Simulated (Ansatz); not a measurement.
Species: H₄AlIN₂, SMILES `[NH2][Al]([NH2])[I]` (charge 0, multiplicity 1), formula H4AlIN2.

How many basis functions does frozen-core CCSD(T)/def2-TZVPP // B3LYP-D3(BJ)/def2-TZVP (Ansatz, a first-principles code) use, how many core orbitals are frozen, and how many electrons are correlated?

210 basis functions and 11 frozen orbitals, which leaves 34 correlated electrons (filled d shells below the valence shell are correlated). Core time is of the order of minutes.
